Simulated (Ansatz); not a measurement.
```yaml
crystal:
  periodic: [false, false, false]
  atoms:
    - {symbol: Sn, position_ang: [1.741295, 0.286851, 0.695001]}
    - {symbol: Sn, position_ang: [-0.284341, -0.903027, -1.072431]}
    - {symbol: Sn, position_ang: [-1.648257, 1.127202, 0.634478]}
basis:
  gaussian: {orbitals: def2-SVPD}
total_charge: 1
magnetization: {spin_polarized: true, initial_magnetization: 1}
hamiltonian: {xc: {name: LC-wPBE}}
accuracy: high
```

```sh
$ ansatz run in.yaml --threads 4 --pin off --events-out ev --progress --plain --max-ram 3916MiB
```

Shortened log:

```
Functional definition: LC-wPBE
2319 factors; integrals over basis functions are off by at most 2.3e-9 eV
794 factors; integrals over basis functions are off by at most 1.8e-9 eV
mean field evaluation 1: about -17487.5255 eV, gradient 8.0e0 eV
mean field evaluation 2: about -17487.9791 eV, gradient 5.8e0 eV
mean field evaluation 4: about -17488.2951 eV, gradient 7.2e-1 eV
mean field evaluation 8: about -17488.3585 eV, gradient 5.3e-1 eV
mean field evaluation 16: about -17488.6322 eV, gradient 2.3e-3 eV
mean field evaluation 32: about -17488.8526 eV, gradient 9.9e-4 eV
mean field evaluation 64: about -17488.6322 eV, gradient 5.5e-3 eV
mean field evaluation 96: about -17488.6477 eV, gradient 3.1e-1 eV
mean field evaluation 128: about -17488.6238 eV, gradient 1.0e-2 eV
mean field evaluation 160: about -17488.6239 eV, gradient 7.5e-6 eV
mean field evaluation 192: about -17488.6460 eV, gradient 2.8e-2 eV
mean field evaluation 224: about -17488.7000 eV, gradient 6.2e-1 eV
mean field evaluation 256: about -17488.7795 eV, gradient 8.9e-1 eV
mean field -17488.85264641 eV, -642.7034803853 hartree, gradient 1.4e-8 eV, S^2 1.605170; 14 other end points of the search recorded, 0 dependent functions left out
reference -17488.85264641 eV, -642.7034803853 hartree; 33, 32 occupied and 63, 64 virtual orbitals, 2319 factors
Total energy: -17488.85264641 eV, -642.7034803853 hartree
```

It took 81 s on 4 threads of Arm Neoverse V1 on a shared host, peak host memory 0.59 GiB.

In the def2 sets Sn takes a core potential; there is no spin–orbit coupling. LC-ωPBE has ω = 0.4 bohr⁻¹. The charge 1 doublet is spin-contaminated (final ⟨S²⟩ up to 1.61, 0.75 for a pure state).
